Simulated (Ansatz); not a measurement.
`CCC(C)(O)CC` + `[OH][SnH3]` → `CC[O][SnH3]` + `CCC(C)O`  (substitution at a C–C bond)

Program: Ansatz. Geometries: PBE0-D4/def2-TZVP. ΔE: electronic, gas phase. CCSD(T)/CBS adds triple-zeta CCSD(T) − MP2 to the extrapolated MP2 energy (def2 sets, frozen cores). Functionals use def2-TZVPP. def2 core potentials past Kr. For Sn outer-core shells are correlated without core-valence functions, which leaves a few kJ/mol of doubt a bond. One conformer a species, not always the lowest.

`CCC(C)(O)CC`:

Z-matrix (Å, degrees):
```
C
C 1 1.518
H 1 1.092 2 110.4
H 1 1.093 2 111.9 3 119.4
H 1 1.093 2 112.1 3 -119.4
C 2 1.527 1 115.5 3 178.7
H 2 1.094 1 110.1 3 57.2
H 2 1.093 1 110.0 3 -59.2
O 6 1.428 2 104.0 1 176.2
C 6 1.522 2 111.3 1 -66.4
C 6 1.532 2 112.8 1 57.4
H 9 0.962 6 108.0 2 175.3
H 10 1.092 6 110.3 2 -56.6
H 10 1.095 6 110.4 2 -176.2
H 10 1.092 6 111.8 2 64.4
C 11 1.518 6 114.8 2 55.1
H 11 1.095 6 109.0 2 -69.1
H 11 1.098 6 107.2 2 177.1
H 16 1.092 11 111.8 6 -68.3
H 16 1.092 11 110.9 6 171.9
H 16 1.092 11 110.7 6 51.9
```

`[OH][SnH3]`:

Cartesian coordinates in Å:
```
O -0.909 -1.097 0.475
Sn 0.133 0.436 -0.194
H -0.361 -1.809 0.811
H 1.137 -0.106 -1.466
H 1.066 1.060 1.094
H -1.067 1.516 -0.720
```

`CC[O][SnH3]`:

Cartesian coordinates in Å:
```
C 1.492 0.885 -1.032
C 0.259 0.089 -0.676
O 0.069 0.135 0.719
Sn -1.469 -0.809 1.501
H 2.369 0.470 -0.531
H 1.666 0.866 -2.111
H 1.378 1.924 -0.716
H 0.378 -0.949 -1.024
H -0.613 0.504 -1.208
H -2.886 -0.136 0.821
H -1.321 -0.517 3.168
H -1.321 -2.461 1.089
```

`CCC(C)O`:

Z-matrix (Å, degrees):
```
C
C 1 1.519
H 1 1.094 2 111.8
H 1 1.092 2 111.3 3 119.1
H 1 1.094 2 111.3 3 -120.9
C 2 1.522 1 113.7 3 64.4
H 2 1.096 1 110.1 3 -57.3
H 2 1.095 1 109.5 3 -174.5
O 6 1.419 2 111.8 1 -60.8
C 6 1.511 2 112.1 1 179.6
H 6 1.103 2 108.2 1 59.5
H 9 0.960 6 108.4 2 60.8
H 10 1.093 6 110.1 2 60.7
H 10 1.092 6 110.7 2 -59.4
H 10 1.091 6 110.5 2 -179.9
```

```json
{"species": "`CCC(C)(O)CC`", "BHLYP energy (Eh)": "-312.22665"}
{"species": "`[OH][SnH3]`", "BHLYP energy (Eh)": "-291.84056"}
{"species": "`CC[O][SnH3]`", "BHLYP energy (Eh)": "-370.43021"}
{"species": "`CCC(C)O`", "BHLYP energy (Eh)": "-233.62308"}
```

Question: Work out ΔE.

Answer: ΔE = (-370.43021) + (-233.62308) − (-312.22665) − (-291.84056) = 0.01392 Eh = +36.5 kJ/mol. CCSD(T)/CBS gives +55.0 kJ/mol.

Largest T1 diagnostic among the species: 0.014.

In def2-TZVPP, CCSD(T) changes the Hartree–Fock value by +26.6 kJ/mol (the triples alone add +2.9 kJ/mol) and MP2 by +33.9 kJ/mol. From BLYP to BHLYP (50 % exact exchange), in def2-TZVPP and without D4, ΔE moves by +10.4 kJ/mol.
